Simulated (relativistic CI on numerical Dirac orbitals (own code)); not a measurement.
**Calculated levels, Bi18+**

Computed by Dirac-Coulomb-Breit CI, separate exchange-only KLI orbitals for each configuration, model QED, unscaled Slater integrals (own radial code, finite nucleus).

Configuration list (outside the closed core [Kr] 4d10): 4f¹⁴5s²5p³, 4f¹⁴5s5p⁴, 4f¹⁴5s²5p²5d, 4f¹³5s²5p⁴, 4f¹⁴5s5p³5d, 4f¹⁴5s²5p²5f, 4f¹⁴5s5p³5f, 4f¹⁴5s²5p²5g, 4f¹⁴5s²5p²6s, 4f¹⁴5p⁴5d, 4f¹³5s²5p³5d, 4f¹⁴5s5p²5d², 4f¹⁴5s5p³5g, 4f¹⁴5s²5p²6p, 4f¹⁴5s²5p5d5f, 4f¹⁴5p⁴6s, 4f¹⁴5s5p³6s, 4f¹⁴5s²5p²6d, 4f¹⁴5s5p²5d6s, 4f¹⁴5p⁵, 4f¹³5p⁶, 4f¹⁴5s²5p5d², 4f¹⁴5s²5d³, 4f¹⁴5s5p5d³, 4f¹⁴5s²5d²5f, 4f¹⁴5s5p5d²5f, 4f¹⁴5p³5d², 4f¹⁴5p²5d³, 4f¹³5p⁴5d², 4f¹⁴5p²5d²5f, 4f¹⁴5s²5p5f², 4f¹⁴5s²5d5f², 4f¹⁴5s5p5d5f², 4f¹⁴5s²5f³, 4f¹⁴5s5p5f³, 4f¹⁴5s²5p5d6s, 4f¹⁴5s²5d²6s, 4f¹⁴5s5p5d²6s, 4f¹⁴5s²5d5f6s, 4f¹⁴5s5p5d5f6s, 4f¹⁴5p⁴5f, 4f¹³5p⁵5f, 4f¹⁴5s²5p6s², 4f¹⁴5s²5d6s², 4f¹⁴5s5p5d6s², 4f¹⁴5s²5f6s², 4f¹⁴5s5p5f6s², 4f¹⁴5s5p²5d5f, 4f¹⁴5p²5d5f². Double excitations out of closed p, d and f shells are left out; levels of such configurations are missing from the list, as are those of other unlisted configurations, and high levels can miss mixing partners. These lack a partner that the ground configuration has and come out too high: 4f¹³5s²5p³5d, 4f¹⁴5s²5p²5g, 4f¹⁴5s5p³5g, 4f¹⁴5s²5p²6p, 4f¹⁴5s²5p²6d.

The lowest level is 4f¹⁴5s²5p³ ²P°3/2, with 45 % of that term; Hund's rules for 4f¹⁴5s²5p³ give ⁴S° with J = 3/2, of which the calculation keeps J, while another term leads.

| No. | Configuration | Term | J | E (eV) | % | Next component (%) | Landé g |
| --- | --- | --- | --- | --- | --- | --- | --- |
| 1 | 4f¹⁴5s²5p³ | ²P° | 3/2 | 0.000 | 45 | 29 ⁴S° | 1.391 |
| 2 | 4f¹⁴5s²5p³ | ⁴S° | 3/2 | 28.315 | 53 | 45 ²D° | 1.446 |
| 3 | 4f¹⁴5s²5p³ | ²D° | 5/2 | 31.104 | 99 | 1 4f¹⁴5s5p³5d ²D° | 1.199 |
| 4 | 4f¹⁴5s²5p³ | ²P° | 1/2 | 34.624 | 98 | 1 4f¹⁴5s²5p5d² ²P° | 0.664 |
| 5 | 4f¹⁴5s²5p³ | ²P° | 3/2 | 63.450 | 53 | 28 ²D° | 1.294 |
| 6 | 4f¹⁴5s²5p²5d | ⁴F | 3/2 | 73.727 | 33 | 33 ²D | 0.833 |
| 7 | 4f¹⁴5s5p⁴ | ⁴P | 5/2 | 74.412 | 64 | 19 ²D | 1.480 |
| 8 | 4f¹⁴5s5p⁴ | ²S | 1/2 | 83.533 | 52 | 36 ⁴P | 2.187 |
| 9 | 4f¹⁴5s²5p²5d | ⁴D | 5/2 | 84.273 | 23 | 23 ²D | 1.216 |
| 10 | 4f¹⁴5s5p⁴ | ²D | 3/2 | 85.095 | 31 | 28 ²P | 1.141 |
| 11 | 4f¹⁴5s²5p²5d | ⁴D | 3/2 | 102.005 | 27 | 25 ⁴F | 0.999 |
| 12 | 4f¹⁴5s²5p²5d | ⁴F | 5/2 | 102.461 | 44 | 42 ²F | 0.988 |
| 13 | 4f¹⁴5s²5p²5d | ⁴D | 1/2 | 102.478 | 74 | 16 ²P | 0.280 |
| 14 | 4f¹⁴5s5p⁴ | ⁴P | 3/2 | 103.759 | 44 | 28 4f¹⁴5s²5p²5d ²P | 1.445 |
| 15 | 4f¹⁴5s²5p²5d | ²G | 7/2 | 105.126 | 40 | 29 ⁴F | 1.073 |
| 16 | 4f¹³5s²5p⁴ | ⁴G° | 11/2 | 105.590 | 74 | 26 ²H° | 1.223 |
| 17 | 4f¹³5s²5p⁴ | ²G° | 9/2 | 105.667 | 49 | 38 ⁴F° | 1.198 |
| 18 | 4f¹³5s²5p⁴ | ²F° | 7/2 | 106.022 | 45 | 28 ⁴D° | 1.199 |
| 19 | 4f¹³5s²5p⁴ | ²D° | 3/2 | 106.032 | 64 | 19 ²P° | 0.936 |
| 20 | 4f¹³5s²5p⁴ | ²D° | 5/2 | 106.879 | 46 | 26 ⁴D° | 1.146 |
| 21 | 4f¹⁴5s5p⁴ | ²D | 5/2 | 106.905 | 36 | 21 4f¹⁴5s²5p²5d ²D | 1.198 |
| 22 | 4f¹⁴5s²5p²5d | ⁴D | 7/2 | 107.895 | 48 | 34 ⁴F | 1.314 |
| 23 | 4f¹⁴5s²5p²5d | ²G | 9/2 | 110.788 | 56 | 43 ⁴F | 1.205 |
| 24 | 4f¹³5s²5p⁴ | ²F° | 5/2 | 110.838 | 34 | 21 ⁴D° | 1.007 |
| 25 | 4f¹³5s²5p⁴ | ²F° | 7/2 | 110.876 | 68 | 14 ⁴G° | 1.110 |
| 26 | 4f¹³5s²5p⁴ | ⁴D° | 3/2 | 111.367 | 52 | 27 ²D° | 0.953 |
| 27 | 4f¹³5s²5p⁴ | ⁴D° | 1/2 | 111.446 | 77 | 23 ²P° | 0.146 |
| 28 | 4f¹⁴5s²5p²5d | ⁴P | 5/2 | 111.594 | 35 | 25 ²D | 1.276 |
| 29 | 4f¹⁴5s²5p²5d | ²P | 1/2 | 111.732 | 33 | 23 ⁴P | 1.343 |
| 30 | 4f¹³5s²5p⁴ | ²G° | 9/2 | 111.857 | 42 | 30 ⁴G° | 1.079 |
| 31 | 4f¹³5s²5p⁴ | ²G° | 7/2 | 112.345 | 37 | 34 ⁴F° | 1.064 |
| 32 | 4f¹⁴5s²5p²5d | ²D | 3/2 | 112.398 | 31 | 23 ²P | 1.193 |
| 33 | 4f¹⁴5s²5p²5d | ⁴D | 3/2 | 113.768 | 30 | 23 4f¹⁴5s5p⁴ ²D | 1.192 |
| 34 | 4f¹⁴5s²5p²5d | ²S | 1/2 | 115.872 | 38 | 18 4f¹⁴5s5p⁴ ⁴P | 1.853 |
| 35 | 4f¹⁴5s²5p²5d | ⁴D | 5/2 | 116.620 | 33 | 29 ²F | 1.172 |
| 36 | 4f¹³5s²5p⁴ | ²F° | 5/2 | 116.860 | 68 | 22 ⁴F° | 0.869 |
| 37 | 4f¹⁴5s²5p²5d | ²F | 7/2 | 117.325 | 43 | 33 ²G | 1.091 |
| 38 | 4f¹⁴5s²5p²5d | ²P | 3/2 | 118.628 | 40 | 27 ²D | 1.206 |
| 39 | 4f¹⁴5s²5p²5d | ²D | 5/2 | 119.636 | 47 | 20 ⁴P | 1.224 |
| 40 | 4f¹⁴5s²5p²5d | ²D | 3/2 | 121.548 | 34 | 26 4f¹⁴5s5p⁴ ²P | 1.011 |
| 41 | 4f¹⁴5s²5p²5d | ²P | 1/2 | 123.734 | 55 | 18 4f¹⁴5s5p⁴ ²P | 1.085 |
| 42 | 4f¹³5s²5p⁴ | ⁴D° | 7/2 | 136.824 | 52 | 31 ²G° | 1.191 |
| 43 | 4f¹³5s²5p⁴ | ⁴G° | 9/2 | 137.504 | 47 | 34 ⁴F° | 1.213 |
| 44 | 4f¹³5s²5p⁴ | ²D° | 5/2 | 138.124 | 44 | 20 ²F° | 1.126 |
| 45 | 4f¹⁴5s²5p²5d | ²P | 1/2 | 138.948 | 27 | 25 ²S | 1.542 |
| 46 | 4f¹³5s²5p⁴ | ²F° | 7/2 | 139.273 | 63 | 24 ²G° | 1.102 |
| 47 | 4f¹³5s²5p⁴ | ²G° | 9/2 | 139.404 | 70 | 25 ⁴F° | 1.166 |
| 48 | 4f¹⁴5s²5p²5d | ²F | 7/2 | 140.018 | 45 | 42 ⁴D | 1.271 |
| 49 | 4f¹⁴5s²5p²5d | ²P | 1/2 | 140.504 | 45 | 32 ⁴P | 1.304 |
| 50 | 4f¹³5s²5p⁴ | ²H° | 11/2 | 140.619 | 74 | 26 ⁴G° | 1.135 |
| 51 | 4f¹⁴5s²5p²5d | ²D | 3/2 | 140.840 | 35 | 26 ⁴P | 1.174 |
| 52 | 4f¹⁴5s²5p²5d | ⁴F | 9/2 | 140.911 | 56 | 42 ²G | 1.237 |
| 53 | 4f¹⁴5s²5p²5d | ²D | 5/2 | 141.059 | 29 | 21 ²F | 1.210 |
| 54 | 4f¹³5s²5p⁴ | ²F° | 5/2 | 141.190 | 48 | 42 ²D° | 1.008 |
| 55 | 4f¹³5s²5p⁴ | ⁴G° | 5/2 | 141.927 | 46 | 24 ²D° | 0.928 |
| 56 | 4f¹³5s²5p⁴ | ²P° | 3/2 | 142.361 | 61 | 37 ²D° | 1.128 |
| 57 | 4f¹³5s²5p⁴ | ⁴G° | 7/2 | 142.702 | 49 | 35 ²G° | 0.973 |
| 58 | 4f¹⁴5s²5p²5d | ²F | 7/2 | 142.842 | 65 | 24 ²G | 1.087 |
| 59 | 4f¹³5s²5p⁴ | ⁴F° | 3/2 | 143.348 | 66 | 19 ⁴D° | 0.613 |
| 60 | 4f¹³5s²5p⁴ | ²F° | 5/2 | 145.155 | 56 | 19 ²D° | 0.977 |
| 61 | 4f¹³5s²5p⁴ | ²F° | 7/2 | 145.415 | 39 | 39 ²G° | 1.058 |
| 62 | 4f¹³5s²5p⁴ | ²H° | 9/2 | 146.023 | 72 | 20 ²G° | 0.969 |
| 63 | 4f¹⁴5s²5p²5d | ²D | 3/2 | 146.287 | 59 | 22 ²P | 0.936 |
| 64 | 4f¹³5s²5p⁴ | ²D° | 3/2 | 146.705 | 60 | 14 ²P° | 0.882 |
| 65 | 4f¹⁴5s²5p²5d | ²D | 5/2 | 147.625 | 79 | 13 ⁴D | 1.205 |
| 66 | 4f¹³5s²5p⁴ | ²P° | 1/2 | 147.890 | 77 | 23 ⁴D° | 0.505 |
| 67 | 4f¹⁴5s5p³5d | ⁶D° | 5/2 | 148.688 | 30 | 27 ⁴D° | 1.328 |
| 68 | 4f¹⁴5s5p³5d | ⁶D° | 1/2 | 148.966 | 44 | 39 ⁴P° | 2.670 |
| 69 | 4f¹⁴5s5p³5d | ⁶D° | 3/2 | 149.059 | 37 | 21 ⁴D° | 1.422 |
| 70 | 4f¹⁴5s5p³5d | ⁶D° | 7/2 | 149.813 | 32 | 24 ⁴F° | 1.354 |

Energies count from the lowest computed level; ° marks odd parity.

The mean weight of the leading LS term, summed over parents, in these 70 levels is 50 %, and that of the leading jj configuration (from the same eigenvectors) 86 %, so jj coupling describes them better and the LS labels are nominal.

At this charge energies of transitions that change n are usually good to better than 1 %, and those within a shell (Δn = 0) to a few per cent.

LS names give the leading component of a level, which can be under half, so a name can repeat, a term be missing and a line seem to break the LS rules.
